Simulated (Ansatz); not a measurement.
`CC[B@H-]1[O+](C)[B@@H-](CC)[O+]1C` → 2 B• + 6 C• + 18 H• + 2 O•  (atomization)

Computed with Ansatz on PBE0-D4/def2-TZVP structures; ΔE is electronic, products minus reactants. CCSD(T)/CBS adds triple-zeta CCSD(T) − MP2 to the extrapolated MP2 energy (def2 sets, frozen cores). This one scheme is used for every species, atoms too. No spin–orbit coupling; open shells (•) take unrestricted orbitals. Spin–orbit coupling would lower the free atoms: a little for B, C, O. Each species was taken in one conformer, which may not be the lowest.

`CC[B@H-]1[O+](C)[B@@H-](CC)[O+]1C`:

```xyz
28

C    -1.612   -0.016   -2.231
C    -0.309    0.770   -2.334
B     0.638    0.682   -1.071
O     0.900   -0.764   -0.574
C     2.156   -1.372   -0.811
B     0.489   -0.365    0.863
C    -0.608   -1.313    1.494
C    -1.194   -0.772    2.794
O    -0.077    0.957    0.279
C     0.157    2.186    0.943
H    -2.212    0.326   -1.383
H    -1.419   -1.081   -2.078
H    -2.225    0.083   -3.130
H     0.260    0.440   -3.214
H    -0.524    1.830   -2.528
H     1.684    1.297   -1.114
H     2.281   -1.501   -1.886
H     2.962   -0.752   -0.413
H     2.164   -2.349   -0.325
H     1.476   -0.126    1.531
H    -1.411   -1.489    0.768
H    -0.152   -2.294    1.684
H    -1.911   -1.464    3.244
H    -0.412   -0.581    3.535
H    -1.724    0.171    2.627
H     1.227    2.330    1.112
H    -0.233    2.993    0.322
H    -0.371    2.172    1.896
```

```csv
species,CCSD/def2-SVP energy (Eh)
`CC[B@H-]1[O+](C)[B@@H-](CC)[O+]1C`,-438.08869
B•,-24.55745
C•,-37.71440
H•,-0.49928
O•,-74.83664
```

(1) Work out ΔE.

Largest T1 diagnostic among the species: 0.014.

Answers

(1) ΔE = 18 × (-0.49928) + 6 × (-37.71440) + 2 × (-24.55745) + 2 × (-74.83664) − (-438.08869) = 4.02707 Eh = +109.58 eV. CCSD(T)/CBS gives +114.64 eV.

At CCSD(T), def2-SVP lies −4.11 eV from the extrapolated value and def2-TZVPP −2.30 eV: correlation converges slowly with the basis, and small sets miss more of it in the bonded molecule than in its fragments. From BLYP to BHLYP (50 % exact exchange), in def2-TZVPP and without D4, ΔE moves by −1.23 eV: exact exchange takes away binding that semilocal exchange gives to molecules. Leaving LDA and LC-ωPBE aside and taking each functional with its dispersion term where it has one, the values, not all of them listed here, spread over 4.37 eV, from BHLYP-D4 to PBE-D4. LDA lies +14.51 eV from PBE without D4, its usual overbinding.

For atomizations the MP2-based limit and the directly extrapolated one differ by several kJ/mol either way, and by 10 to 25 for some Ge, Se and Sn compounds, so smaller differences from it don't rank the levels.
